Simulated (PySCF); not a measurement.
First hyperpolarisability: `Brc1ccncc1`, C₅H₄BrN

Cartesian coordinates in Å; atom numbers follow the order of the lines, from 1:
```xyz
11

Br   -0.575    2.253   -0.355
C    -0.013    0.462   -0.482
C    -0.951   -0.565   -0.539
C    -0.472   -1.873   -0.632
N     0.819   -2.188   -0.669
C     1.698   -1.192   -0.614
C     1.344    0.154   -0.520
H    -2.021   -0.358   -0.512
H    -1.183   -2.705   -0.679
H     2.758   -1.469   -0.646
H     2.104    0.936   -0.477
```

Level of theory: quadratic response CAM-B3LYP/def2-TZVPD first hyperpolarisability, Taylor convention, gas phase in PySCF 2.14.0. Geometry: PBE0-D3(BJ)/def2-SVP.

The calculation is non-relativistic, which matters for the atoms heavier than Zn.

Question: Give β for the processes computed.

Answer: In au, Taylor convention; the vector part is βᵢ = ⅓ Σⱼ (βᵢⱼⱼ + βⱼᵢⱼ + βⱼⱼᵢ); β∥ is 3/5 of the vector part along the dipole, the dipole points from − to +:
```csv
process,λ (nm),β vector norm,β∥,β HRS,depolarisation ratio
"static β(0;0,0)",∞,27.6,-16.5,39.8,1.63
"second harmonic β(−2ω;ω,ω)",1907,23.6,-14.2,42.1,1.58
"Pockels β(−ω;ω,0)",1907,26.3,-15.8,–,–
"second harmonic β(−2ω;ω,ω)",1064,12.1,-7.3,48.7,1.51
"Pockels β(−ω;ω,0)",1064,23.3,-14.0,–,–
```

Question: Which lowest excitations, dipole and polarisabilities go with it?

Answer: S1 5.07 eV (f = 0.004); S2 5.37 eV (f = 0.000); S3 5.47 eV (f = 0.024); dipole 0.78 D; isotropic α 85.8 au static, 86.1 au at 1907 nm, 86.8 au at 1064 nm, 87.1 au at 953.5 nm, 90.2 au at 532 nm.
